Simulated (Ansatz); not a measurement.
In(F)2(SeH) (F₂HInSe), SMILES [F][In]([F])[SeH].

The structure is a stationary point at B3LYP-D3(BJ)/def2-SVP. The structure was generated by enumeration; whether it is a known compound was not checked. The def2 effective core potentials stand for the cores of In; spin–orbit coupling is left out. One conformer was computed; it need not be the lowest.

Two levels are set side by side: PBE/def2-SVPD (Ansatz, a first-principles code) and CAM-B3LYP/def2-SVPD (Ansatz). Energy differences of separate SCF runs at the same geometry; the states with an electron removed or added have multiplicity 2 and 2. Differences are taken from unrounded values.

```csv
quantity,CAM-B3LYP
vertical ionisation energy (eV),10.49
vertical electron affinity (eV),1.34
vertical singlet–triplet gap (eV),3.66
```

What does PBE give, and how far is it from CAM-B3LYP? (The exact figures need the calculation; the answer reports its results.)


```
quantity                             PBE  PBE minus CAM-B3LYP
---------------------------------  -----  -------------------
vertical ionisation energy (eV)    10.28                -0.21
vertical electron affinity (eV)     1.34                 0.00
vertical singlet–triplet gap (eV)   3.53                -0.13
```
